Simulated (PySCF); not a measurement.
**NMR data sheet: C₆H₈N₂O₂**

| Property | Result |
| --- | --- |
| Formula | C6H8N2O2 |
| SMILES | COC(=O)c1cnn(C)c1 |
| InChI | InChI=1S/C6H8N2O2/c1-8-4-5(3-7-8)6(9)10-2/h3-4H,1-2H3 |
| Point group of the computed structure | C1 |
| Degrees of unsaturation | 4 |
| Carbon signals | 6 |
| Proton signals | 4 |

Numbering as in the mapped SMILES `[CH3:1][O:2][C:3](=[O:4])[c:5]1[cH:6][n:7][n:8]([CH3:9])[cH:10]1`. Hydrogens are named by the atom that carries them.

[PySCF 2.14: GIAO PBE0/pcSseg-1 shieldings; structure optimised with GFN2-xTB; a single conformation; gas phase; no relativistic terms; equivalent nuclei averaged]

Chemical shifts δ = σref − σ; TMS for $^{1}$H (σref 31.72), $^{13}$C (σref 186.93); NH3 for $^{15}$N (σref 267.73); $^{17}$O (σref 336.08) vs H2O, all at this level.

| carbon | δC, type | δH (multiplicity) | HMBC from (2–3 bonds) | span of the C tensor (ppm) |
| --- | --- | --- | --- | --- |
| C1 | 50.1, CH3 | 4.23 (s) | – | 83 |
| C3 | 168.3, C | – | H(C10), H(C6), H(C1) | 152 |
| C5 | 122.9, C | – | H(C10), H(C6) | 116 |
| C6 | 144.7, CH | 7.89 (m) | H(C10) | 174 |
| C9 | 39.9, CH3 | 4.03 (s) | H(C10) | 65 |
| C10 | 139.0, CH | 7.95 (m) | H(C6), H(C9) | 162 |

Other nuclei:
| atoms | nucleus | environment | δ (ppm) | σ (ppm) |
| --- | --- | --- | --- | --- |
| N7 | $^{15}$N | pyridine-type nitrogen of an azole | 350.1 | -82.4 |
| N8 | $^{15}$N | pyrrole-type ring nitrogen | 229.4 | 38.3 |
| O4 | $^{17}$O | ester carbonyl oxygen | 395.3 | -59.2 |
| O2 | $^{17}$O | ester alkoxy oxygen | 175.5 | 160.6 |

Carbon types of the structure: 2 × C, 2 × CH, 2 × CH3, which accounts for all hydrogens. δC 168.3: ester carbonyl carbon; lone-pair donation from the attached heteroatom keeps it upfield of a ketone carbonyl. δC 144.7, 139.0: aromatic CH next to a ring nitrogen. δC 122.9: substituted aromatic carbon. δC 50.1: methyl carbon bonded to O; the inductive effect lowers its shielding. δH 7.95, 7.89: hydrogen on an aromatic CH next to a ring nitrogen; ring current plus the deshielding of an ortho carbonyl group.

Shifts are as computed. Against solution values, carbons near 30 ppm lie about +3 ppm off and those near 130 ppm about +5 ppm. Of 1211 compounds with measured shifts, 218 miss one by over three times the rms of a fit or turn the order of signals round; such compounds aren't used in these exercises. Unscaled 17O shifts of doubly bonded oxygen tend to come out too high, by tens of ppm or more. Experimental scales use liquid or dissolved standards, which lie at an offset from isolated NH3 (liquid NH3: subtract about 20 ppm) and H2O (liquid H2O: subtract about 36 ppm). Unscaled 15N shifts of sp2 nitrogen come out 20 to 40 ppm too high even then. Multiplicities follow the n + 1 count of equivalent neighbours, as no J values were calculated; m marks all less simple cases, F and P coupling included.
